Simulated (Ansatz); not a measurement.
`C#CC(C)F` and `CC(F)BF` differ in one atom or group.

Ansatz, PBE0-D4/def2-TZVP geometries, multiplicity 1. Each molecule was computed in one conformer, which needn't be the lowest.

```
                                      property  `C#CC(C)F`
             HOMO energy (PBE/def2-TZVPP) / eV       -6.86
           LUMO energy (B3LYP/def2-TZVPP) / eV        0.04
         HOMO–LUMO gap (B3LYP/def2-TZVPP) / eV        7.94
       HOMO–LUMO gap (ωB97M-V/def2-TZVPP) / eV       12.79
size of the dipole moment (PBE/def2-TZVPP) / D        1.75
            LUMO energy (PBE0/def2-TZVPP) / eV        0.30
```

Problem. What does the change do to each property? (An estimate is asked.)

Solution. Computed: 
```csv
property,`CC(F)BF`,shift
HOMO energy (PBE/def2-TZVPP) / eV,-7.02,-0.16
LUMO energy (B3LYP/def2-TZVPP) / eV,-1.28,-1.32
HOMO–LUMO gap (B3LYP/def2-TZVPP) / eV,7.14,-0.80
HOMO–LUMO gap (ωB97M-V/def2-TZVPP) / eV,11.90,-0.89
size of the dipole moment (PBE/def2-TZVPP) / D,1.22,-0.53
LUMO energy (PBE0/def2-TZVPP) / eV,-1.00,-1.30
```

With PBE0 the HOMO falls by 0.47 eV and the LUMO falls by 1.30 eV, so the gap narrows by about 0.83 eV. PBE moves the HOMO by -0.16 eV and ωB97M-V by -0.55 eV. Dipoles are sizes alone; their direction can turn.

B3LYP here is the variant with VWN-RPA as its local correlation; programs differ in this.
